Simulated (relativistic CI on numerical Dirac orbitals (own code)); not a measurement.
## Gd³⁺ (4f7) in a crystal field

Calculated by Dirac-Coulomb-Breit CI, separate exchange-only KLI orbitals for each configuration, a model potential for QED, valence Slater integrals scaled by 0.8, one configuration in a parametric crystal field (own radial code).

Field parameters in Wybourne normalisation. The field is a parameter set, without covalency.

S and J are read from ⟨S²⟩ = S(S + 1) and ⟨J²⟩ = J(J + 1) of each level; they are not fictitious spins.

D4h, B20 = 1140, B40 = -60, B44 = 340, B60 = -590, B64 = -750 cm⁻¹, the lowest 10 levels:

| E (cm⁻¹) | Degeneracy | Irrep | S | J |
| --- | --- | --- | --- | --- |
| 0.0 | 2 | Γ6 | 3.47 | 3.50 |
| 0.8 | 2 | Γ7 | 3.47 | 3.50 |
| 1.3 | 2 | Γ7 | 3.47 | 3.50 |
| 1.6 | 2 | Γ6 | 3.47 | 3.50 |
| 29535 | 2 | Γ6 | 2.44 | 3.53 |
| 29644 | 2 | Γ7 | 2.44 | 3.52 |
| 29724 | 2 | Γ7 | 2.44 | 3.53 |
| 29759 | 2 | Γ6 | 2.44 | 3.53 |
| 30232 | 2 | Γ7 | 2.47 | 2.57 |
| 30288 | 2 | Γ7 | 2.47 | 2.56 |

Principal g values of the ground doublet: 0.00, 0.00, 13.95.

C2v, B20 = -470, B22 = -130, B40 = 40, B42 = 530, B44 = -290, B60 = 690, B62 = 230, B64 = -150, B66 = 10 cm⁻¹, the lowest 16 levels:

| E (cm⁻¹) | Degeneracy | S | J |
| --- | --- | --- | --- |
| 0.0 | 2 | 3.47 | 3.50 |
| 0.2 | 2 | 3.47 | 3.50 |
| 0.4 | 2 | 3.47 | 3.50 |
| 0.7 | 2 | 3.47 | 3.50 |
| 29637 | 2 | 2.44 | 3.51 |
| 29664 | 2 | 2.44 | 3.51 |
| 29694 | 2 | 2.44 | 3.51 |
| 29736 | 2 | 2.44 | 3.52 |
| 30277 | 2 | 2.47 | 2.54 |
| 30297 | 2 | 2.47 | 2.53 |
| 30342 | 2 | 2.47 | 2.52 |
| 30880 | 2 | 2.48 | 1.57 |
| 30911 | 2 | 2.48 | 1.57 |
| 32502 | 2 | 2.43 | 3.50 |
| 32514 | 2 | 2.43 | 3.50 |
| 32521 | 2 | 2.43 | 3.50 |

Principal g values of the ground doublet: 0.40, 0.63, 13.59.

The next free-ion level lies 29695 cm⁻¹ above the lowest; the field splits the ground level into components whose J stays near 7/2 as long as their spread is small against that gap.

Levels of this model without a field, named by their leading LS term (the scale mimics covalency, so terms lie below those of the real free ion): ⁸S°7/2 0, ⁶P°7/2 29695, ⁶P°5/2 30321, ⁶P°3/2 30910, ⁶I°7/2 32516, ⁶I°9/2 32893, ⁶I°17/2 32913, ⁶I°11/2 33189 cm⁻¹.
